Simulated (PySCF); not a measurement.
H12Si6, SMILES [SiH2]1[SiH2][SiH2][SiH2][SiH2][SiH2]1 (GFN2-xTB optimised geometry):

```
18

Si     2.003     0.987     1.932
Si     1.163     0.000     0.000
Si    -1.163     0.000     0.000
Si    -2.007    -1.032     1.907
Si    -1.164    -0.048     3.839
Si     1.163    -0.047     3.839
H      1.570     2.396     1.949
H      3.468     1.090     1.933
H      1.736     0.565    -1.229
H      1.621    -1.401    -0.033
H     -1.619     1.401     0.000
H     -1.736    -0.536    -1.242
H     -3.473    -1.127     1.906
H     -1.583    -2.443     1.890
H     -1.736    -0.614     5.068
H     -1.620     1.353     3.874
H      1.621    -1.447     3.839
H      1.736     0.489     5.081
```

Method: PBE0/def2-SVP (PySCF).

**Question.** What are the frontier orbital energies and the dipole moment?

**Answer.** HOMO-2 -8.15 eV, HOMO-1 -8.15 eV, HOMO -8.09 eV, LUMO -0.75 eV, LUMO+1 -0.74 eV; dipole moment 0.00 D.

Meta-Löwdin charges at PBE0/def2-SVP: Si1 0.12, Si2 0.12, Si3 0.12, Si4 0.12, Si5 0.12, Si6 0.12, H7 -0.07, H8 -0.05, H9 -0.05, H10 -0.07, H11 -0.07, H12 -0.05, H13 -0.05, H14 -0.07, H15 -0.05, H16 -0.07, H17 -0.07, H18 -0.05.
